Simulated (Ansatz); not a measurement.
`[SiH3]C[SiH2]C=S` + H–F → `FC[SiH3]` + `[SiH3]C=S` at 500 K and 1 bar (substitution at a C–Si bond).

Gas-phase electronic energies from Ansatz, PBE0-D4/def2-TZVP geometries. CBS: MP2 limit from def2 TZ/QZ plus the TZ coupled-cluster correction, frozen cores. This one scheme is used for every species. One conformer a species, not always the lowest.

| species | CCSD(T)/CBS energy (Eh) | H − E (kJ/mol) | S (J/(mol·K)) |
| --- | --- | --- | --- |
| `[SiH3]C[SiH2]C=S` | -1056.82930 | 281.2 | 467.0 |
| H–F | -100.39570 | 39.4 | 188.7 |
| `FC[SiH3]` | -429.90570 | 175.1 | 332.8 |
| `[SiH3]C=S` | -727.26865 | 139.2 | 342.2 |

H − E and S are ideal-gas, rigid-rotor, harmonic terms from PBE0-D4/def2-TZVP, for one conformer and one mirror image of each species. 1 Eh = 2625.50 kJ/mol, R = 8.31446 J/(mol·K).

By hand: ΔE, ΔH, ΔS and ΔG.

ΔE = (-429.90570) + (-727.26865) − (-1056.82930) − (-100.39570) = 0.05065 Eh = 133.0 kJ/mol. Δ(H − E) = 175.1 + 139.2 − 281.2 − 39.4 = -6.3, so ΔH = 126.7 kJ/mol. ΔS = 332.8 + 342.2 − 467.0 − 188.7 = 19.3 J/(mol·K). ΔG = 126.7 − 500 × (19.3)/1000 = 117.0 kJ/mol.

By hand: the equilibrium constant, and the temperature at which ΔG would vanish if ΔH and ΔS stayed fixed.

log₁₀ K = −ΔG/(RT ln 10) = -12.2. ΔG = 0 at ΔH/ΔS = 6565 K, far beyond where these terms or the molecules hold.

ΔH outweighs TΔS. A doubt of 5 kJ/mol in ΔE shifts log₁₀ K by 0.5 here. Other conformers and mirror images would add mixing entropy, several J/(mol·K) or more a flexible species. Modes under 60 cm⁻¹, often nearly free rotors, make the harmonic entropy too high. These are equilibria of isolated gas molecules and say nothing of rates. Largest T1 diagnostic: 0.015 (customary marks: 0.02 for closed shells, 0.045 for open ones).
